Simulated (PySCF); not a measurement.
**Electron correlation in Si(4+) (silicon, charge +4)**

Starting occupation: [Ne]. Computed with PySCF 2.14 in x2c-TZVPPall-2c with one added diffuse shell each of s, p, d type (6s7p4d1f, 54 functions), with X2C-1e with screened-nucleus spin-orbit coupling, Gaussian nucleus. Frozen: nothing; 10 electrons correlated.

MP2 pair energies summed by pair of shells (mhartree):

| pair | energy | share (%) |
| --- | --- | --- |
| 2p1/2-2p3/2 | -49.47 | 30.4 |
| 2p3/2-2p3/2 | -45.72 | 28.1 |
| 2p3/2-2s1/2 | -19.22 | 11.8 |
| 1s1/2-1s1/2 | -17.26 | 10.6 |
| 2p1/2-2p1/2 | -10.44 | 6.4 |
| 2p1/2-2s1/2 | -9.61 | 5.9 |
| 2s1/2-2s1/2 | -4.90 | 3.0 |
| 1s1/2-2p3/2 | -2.74 | 1.7 |
| 1s1/2-2s1/2 | -1.97 | 1.2 |
| 1s1/2-2p1/2 | -1.38 | 0.8 |

Total MP2 correlation energy: -162.71 mhartree.

```tsv
level	correlation energy (mhartree)
CCSD	-165.77
(T)	-0.77
CCSD(T)	-166.54
```

Diagnostics: T1 = 0.0019, largest double amplitude 0.011.

Cost of the coupled-cluster step: 140 s of wall time on 4 threads of Neoverse-V1 (shared host), for 10 occupied and 98 virtual spinors.

The basis has no tight functions for the innermost shells, so their pair energies are far from complete.

This basis was not built for core-valence correlation, so the inner-shell part is incomplete.
